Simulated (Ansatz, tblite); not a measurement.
Spin states of the cluster Mg₂Zn⁻, each relaxed with PBE0/def2-TZVPD in Ansatz. Electronic energies in the gas phase.

The xTB rows come from tblite. Correlated methods freeze 11 core orbitals; core or outer-core shells of Mg are correlated, in sets that lack core-valence functions. The structure comes from a short search, and lower isomers may exist.

Doublet geometry (C2v within 0.1 Å):

```
atom   x (Å)   y (Å)   z (Å)
 Mg1   1.515  -0.811   0.214
 Mg2  -1.304  -0.047   1.139
 Zn3  -0.211   0.858  -1.353
```

Quartet geometry (Cs within 0.1 Å):

Cartesian coordinates in Å:
```
Mg 0.1774 1.7286 -0.4099
Mg 0.6806 -0.4664 1.2600
Zn -0.8581 -1.2622 -0.8500
```

Run but left out: HF/STO-3G, HF/def2-TZVPD, HF/def2-TZVPPD, MP2/def2-TZVPD, MP2/def2-TZVPPD, CCSD/def2-TZVPPD, CCSD(T)/def2-TZVPPD (doublet: ⟨S²⟩ 1.37 to 2.83, where a pure state has 0.75).

Only these spin states were relaxed. The quartet has other bonds than the doublet, so the gap mixes isomer and spin.

| level | quartet − doublet (kJ/mol) | lowest of these | remarks |
| --- | --- | --- | --- |
| PBE/def2-TZVPD | 121.0 | doublet | HOMO above zero (doublet), HOMO above zero (quartet) |
| CAM-B3LYP/def2-TZVPD | 129.7 | doublet | – |
| B2PLYP/def2-TZVPD | 134.6 | doublet | – |
| RPA@PBE/def2-TZVPD | 124.0 | doublet | – |

(1) Estimate the rows for GFN2-xTB, BLYP/def2-TZVPD, r2SCAN/def2-TZVPD, PBE0/def2-TZVPD.

(2) How do the metal–ligand distances follow the spin state?

## Answers

(1) 
```
            level  quartet − doublet (kJ/mol)  lowest of these                                               remarks
         GFN2-xTB                       333.5          doublet                                                     –
  BLYP/def2-TZVPD                       138.3          doublet  HOMO above zero (doublet), HOMO above zero (quartet)
r2SCAN/def2-TZVPD                       101.9          doublet  HOMO above zero (doublet), HOMO above zero (quartet)
  PBE0/def2-TZVPD                       114.0          doublet  HOMO above zero (doublet), HOMO above zero (quartet)
```

The xTB methods have no term that favours high spin, so they put low spin too low.

(2) 
```csv
state,donor atoms,mean metal–ligand distance (Å),range (Å),Mulliken spin on the metal (PBE0)
doublet,2,2.867,2.87–2.87,0.29
quartet,2,2.963,2.73–3.20,0.55
```

⟨S²⟩ at PBE0/def2-TZVPD: doublet 0.76 (pure 0.75), quartet 3.78 (pure 3.75). The unpaired electrons of the quartet sit mostly on the ligands.
